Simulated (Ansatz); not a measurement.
Coupled-cluster run, `FC(F)(F)C[O][Ti]([F])([F])[F]`.

```yaml
crystal:
  periodic: [false, false, false]
  atoms:
    - {symbol: F, position_ang: [0.997741, 1.293017, -1.104885]}
    - {symbol: C, position_ang: [-0.166553, 0.758192, -1.484274]}
    - {symbol: F, position_ang: [0.103862, -0.354215, -2.166512]}
    - {symbol: F, position_ang: [-0.770864, 1.617129, -2.308330]}
    - {symbol: C, position_ang: [-1.060246, 0.482395, -0.289369]}
    - {symbol: O, position_ang: [-0.438015, -0.369713, 0.603302]}
    - {symbol: Ti, position_ang: [0.854668, -1.069216, 1.569015]}
    - {symbol: F, position_ang: [2.149294, -1.621039, 0.533900]}
    - {symbol: F, position_ang: [1.473095, 0.147688, 2.663594]}
    - {symbol: F, position_ang: [0.211769, -2.413326, 2.488014]}
    - {symbol: H, position_ang: [-1.290214, 1.440661, 0.186291]}
    - {symbol: H, position_ang: [-1.987537, 0.033327, -0.656845]}
basis:
  gaussian: {orbitals: def2-TZVPP}
correlation: {method: ccsd_t}
output: {orbitals: {seedname: orbitals}}
```

```sh
$ ansatz run in.yaml --threads 4 --pin off --events-out ev --progress --plain --max-ram 66560MiB --backend cuda --devices 0, --max-vram 37GiB
```

The program prints (abridged):

```
Functional definition: HF
2471 factors; integrals over basis functions are off by at most 8.7e-4 eV
mean field evaluation 1: about -43456.1206 eV, gradient 8.2e1 eV
mean field evaluation 2: about -43456.4674 eV, gradient 8.3e1 eV
mean field evaluation 4: about -43467.6100 eV, gradient 9.1e0 eV
mean field evaluation 8: about -43467.8142 eV, gradient 1.1e0 eV
mean field evaluation 16: about -43467.8167 eV, gradient 3.3e-6 eV
mean field -43467.81667265 eV, -1597.4127991754 hartree, gradient 3.3e-6 eV, S^2 0.000000; 0 other end points of the search recorded, 0 dependent functions left out
14 core orbitals not correlated: weight in the atoms' cores, before any rotation towards them, 1.000 or more for the frozen orbitals, at most 0.000 for the correlated occupied ones
reference -43467.81667265 eV, -1597.4127991754 hartree; 35, 35 occupied and 322, 322 virtual orbitals, 2471 factors
second order -67.35144461 eV of doubles, -0.00000000 eV of singles
cycle   1  -65.06005237 eV  change     2.3e0 eV  update   2.7e-1
cycle   2  -66.87512223 eV  change    -1.8e0 eV  update   1.6e-1
cycle   3  -67.35417413 eV  change   -4.8e-1 eV  update   5.9e-2
cycle   4  -67.39803279 eV  change   -4.4e-2 eV  update   2.2e-2
cycle   5  -67.35425440 eV  change    4.4e-2 eV  update   6.7e-3
cycle   6  -67.34768601 eV  change    6.6e-3 eV  update   2.8e-3
cycle   7  -67.35084192 eV  change   -3.2e-3 eV  update   1.6e-3
cycle   8  -67.35067566 eV  change    1.7e-4 eV  update   6.0e-4
cycle   9  -67.35031125 eV  change    3.6e-4 eV  update   3.0e-4
cycle  10  -67.35078806 eV  change   -4.8e-4 eV  update   1.2e-4
cycle  11  -67.35068760 eV  change    1.0e-4 eV  update   5.9e-5
cycle  12  -67.35057109 eV  change    1.2e-4 eV  update   2.7e-5
cycle  13  -67.35061677 eV  change   -4.6e-5 eV  update   1.5e-5
perturbative correction -2.67548171 eV, -0.0983221392 hartree
Total energy: -43537.84277112 eV, -1599.9862108290 hartree
```

Run time 3.7 min (4 threads of an AMD EPYC 7R13 on a shared host and a share of an NVIDIA H100 80 GB); peak host memory 1.7 GiB.

The correlation energy is -70.026 eV, 3.8 % of it from (T); the T1 diagnostic reads 0.0198.
